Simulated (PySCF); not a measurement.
boron oxyfluoride (BFO), SMILES B(F)=O. The structure is a stationary point at PBE-D3(BJ)/def2-TZVP.

TDA-CAM-B3LYP/def2-TZVPD run with PySCF puts the lowest singlet excitations at 7.85, 7.85, 8.90, 9.13, 9.13, 9.81 eV and the lowest triplet (TDA) at 7.38 eV.

**Question.** What are the lowest singlet roots from EOM-CCSD/aug-cc-pVDZ (PySCF 2.14.0)? (An estimate is asked for; the answer gives what the named calculation found.)

**Answer.** 8.08, 8.08, 9.38, 9.47, 9.47, 10.28 eV; triplets 7.68, 7.68, 8.06 eV. S1 differs by 0.22 eV (second minus first; roots are paired by order, and the bases may differ).
